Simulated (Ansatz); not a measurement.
`[NH]=[Nb]([NH2])([F])[F]` and `[NH]=[Nb]([NH2])([F])[Cl]` differ in one atom or group.

Ansatz, PBE0-D4/def2-TZVP geometries, multiplicity 1. Each molecule was computed in one conformer, which needn't be the lowest.

Elements past krypton have def2 core potentials.

| property | `[NH]=[Nb]([NH2])([F])[F]` |
| --- | --- |
| HOMO–LUMO gap (PBE/def2-TZVPP) / eV | 4.75 |
| size of the dipole moment (B3LYP/def2-TZVPP) / D | 2.54 |
| HOMO–LUMO gap (ωB97M-V/def2-TZVPP) / eV | 11.28 |
| zero-point energy (PBE0-D4/def2-TZVP) / kJ/mol | 114.6 |
| HOMO energy (PBE/def2-TZVPP) / eV | -6.77 |
| size of the dipole moment (PBE/def2-TZVPP) / D | 2.45 |

Task: Give the same properties after the change, and the shifts. (Best estimate.)

Result: Computed: 
```tsv
property	`[NH]=[Nb]([NH2])([F])[Cl]`	shift
HOMO–LUMO gap (PBE/def2-TZVPP) / eV	4.50	-0.25
size of the dipole moment (B3LYP/def2-TZVPP) / D	2.83	0.29
HOMO–LUMO gap (ωB97M-V/def2-TZVPP) / eV	11.08	-0.20
zero-point energy (PBE0-D4/def2-TZVP) / kJ/mol	112.6	-2.0
HOMO energy (PBE/def2-TZVPP) / eV	-6.89	-0.12
size of the dipole moment (PBE/def2-TZVPP) / D	2.80	0.35
```

With PBE0 the HOMO falls by 0.08 eV and the LUMO falls by 0.41 eV, so the gap narrows by about 0.33 eV. PBE moves the HOMO by -0.12 eV and ωB97M-V by 0.00 eV. Dipoles are sizes alone; their direction can turn.

B3LYP here is the variant with VWN-RPA as its local correlation; programs differ in this.
